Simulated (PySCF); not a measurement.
**Where the electron goes**

Species: nitrosyl bromide, BrNO.
SMILES with atom numbers: `[O:1]=[N:2][Br:3]`

Theory: TDDFT wB97X-D/def2-SVPD, vertical, gas phase, core orbitals frozen in the response (PySCF). Isolated species at its PBE0-D3(BJ)/def2-SVP geometry, gas phase. Relativistic effects, spin–orbit coupling among them, are left out although an element past zinc is present.

Kohn–Sham orbitals with the atoms that hold most of them (Löwdin shares over 4%, at most four atoms; ? is withheld):

| orbital | ε (eV) | atoms |
| --- | --- | --- |
| LUMO+2 | 2.71 | Br3 65%, O1 28%, N2 7% |
| LUMO+1 | -1.05 | N2 41%, Br3 40%, O1 19% |
| LUMO | -2.04 | N2 53%, O1 40%, Br3 8% |
| HOMO | ? | ? |
| HOMO-1 | -10.30 | ? |
| HOMO-2 | -10.38 | Br3 90%, N2 6%, O1 4% |
| HOMO-3 | -17.45 | N2 53%, O1 36%, Br3 12% |

Task: Which atoms hold the HOMO, and with what shares?

Result: Br3 (bonded to N) 60%; N2 (bonded to Br and O) 24%; O1 (bonded to N) 16%.

Task: Give the leading atoms of the HOMO-1.

Result: Br3 (bonded to N) 82%; O1 (bonded to N) 12%; N2 (bonded to Br and O) 6%.

Task: What is the HOMO energy, and the HOMO–LUMO gap?

Result: ε(HOMO) = -10.06 eV; the gap is 8.02 eV (0.2948 hartree).

Task: The HOMO–LUMO gap is 8.02 eV. Where does the response calculation put the lowest singlet, and from which orbitals?

Result: S1 is at 2.29 eV (f = 0.0000), 5.73 eV below the gap, made of HOMO→LUMO (79%), HOMO-1→LUMO (21%). 

Task: One configuration dominates each of S1, S2, S3, S4 and S5. Which, and how do the shares of the two leading atoms of either orbital change from the occupied to the empty one?

Result: 
- S1 (2.29 eV, f 0.0000), HOMO→LUMO (79%): Br3 60% → 8%, N2 24% → 53%, O1 16% → 40%
- S2 (3.32 eV, f 0.0000), HOMO-1→LUMO (79%): Br3 82% → 8%, O1 12% → 40%, N2 6% → 53%
- S3 (3.48 eV, f 0.0001), HOMO-2→LUMO (81%): Br3 90% → 8%, N2 6% → 53%, O1 4% → 40%
- S4 (3.99 eV, f 0.0009), HOMO-1→LUMO+1 (72%): Br3 82% → 40%, O1 12% → 19%, N2 6% → 41%
- S5 (4.05 eV, f 0.0002), HOMO-2→LUMO+1 (100%): Br3 90% → 40%, N2 6% → 41%

Hardware: one thread, Arm Neoverse V1 (aarch64), on a shared host. Cost: 4.8 s, 0.36 GiB resident at most.
